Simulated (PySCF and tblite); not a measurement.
Values are calculated unless marked as measured or tabulated.
C5H7BrO, numbered as in [O:1]=[C:2]1[CH2:3][CH2:4][C@H:5]([Br:6])[CH2:7]1.

Geometries GFN2-xTB; weights from PBE0-D3(BJ)/pcSseg-1 energies and GFN2-xTB thermal corrections, with symmetry numbers and mirror pairs. Conformers within 3 kcal/mol (GFN2-xTB free energy) were kept, 10 at most. Couplings: B3LYP/6-31G* with pcJ-1 on H (gas phase; spin-dipole term only for pairs with B, N, F, Si or P). Couplings are for ¹H. H–H couplings come out 0.1 to 0.9 Hz lower than with pcJ-1 on all atoms. Of two unlike H on one atom, a is the less shielded (PBE0/pcSseg-1). Run with PySCF (density fitting) and tblite.

The 5-ring runs over atoms 2–3–4–5–7.

| conformer | shape | weight % |
| --- | --- | --- |
| 1 | 5-ring twist (ring torsions 31, -37, 29, -10, -13°) | 81.7 |
| 2 | 5-ring twist (ring torsions -31, 39, -32, 13, 11°) | 18.3 |

Dihedral angles along the coupling paths:

```tsv
coupling	conformer	dihedral (°)
³J(H3a,H4b)	1	159
³J(H3a,H4b)	2	86
³J(H3a,H4a)	1	37
³J(H3a,H4a)	2	-36
³J(H3b,H4b)	1	37
³J(H3b,H4b)	2	-36
³J(H3b,H4a)	1	-85
³J(H3b,H4a)	2	-157
³J(H4b,H5)	1	-45
³J(H4b,H5)	2	41
³J(H4a,H5)	1	75
³J(H4a,H5)	2	162
³J(H5,H7b)	1	38
³J(H5,H7b)	2	-34
```

Problem. What are these vicinal couplings in each conformer, and averaged?

Solution. 
```json
{"coupling": "³J(H3a,H4b)", "conformer": "1", "dihedral (°)": "159", "J (Hz)": "13.1", "average (Hz)": "10.8"}
{"coupling": "³J(H3a,H4b)", "conformer": "2", "dihedral (°)": "86", "J (Hz)": "0.5", "average (Hz)": "10.8"}
{"coupling": "³J(H3a,H4a)", "conformer": "1", "dihedral (°)": "37", "J (Hz)": "10.0", "average (Hz)": "10.0"}
{"coupling": "³J(H3a,H4a)", "conformer": "2", "dihedral (°)": "-36", "J (Hz)": "10.2", "average (Hz)": "10.0"}
{"coupling": "³J(H3b,H4b)", "conformer": "1", "dihedral (°)": "37", "J (Hz)": "8.6", "average (Hz)": "8.9"}
{"coupling": "³J(H3b,H4b)", "conformer": "2", "dihedral (°)": "-36", "J (Hz)": "10.0", "average (Hz)": "8.9"}
{"coupling": "³J(H3b,H4a)", "conformer": "1", "dihedral (°)": "-85", "J (Hz)": "0.5", "average (Hz)": "2.9"}
{"coupling": "³J(H3b,H4a)", "conformer": "2", "dihedral (°)": "-157", "J (Hz)": "13.9", "average (Hz)": "2.9"}
{"coupling": "³J(H4b,H5)", "conformer": "1", "dihedral (°)": "-45", "J (Hz)": "5.6", "average (Hz)": "6.0"}
{"coupling": "³J(H4b,H5)", "conformer": "2", "dihedral (°)": "41", "J (Hz)": "7.7", "average (Hz)": "6.0"}
{"coupling": "³J(H4a,H5)", "conformer": "1", "dihedral (°)": "75", "J (Hz)": "1.2", "average (Hz)": "3.2"}
{"coupling": "³J(H4a,H5)", "conformer": "2", "dihedral (°)": "162", "J (Hz)": "11.8", "average (Hz)": "3.2"}
{"coupling": "³J(H5,H7b)", "conformer": "1", "dihedral (°)": "38", "J (Hz)": "7.4", "average (Hz)": "7.7"}
{"coupling": "³J(H5,H7b)", "conformer": "2", "dihedral (°)": "-34", "J (Hz)": "9.0", "average (Hz)": "7.7"}
```

Spin–orbit effects of the heavy atoms on shieldings are missing.
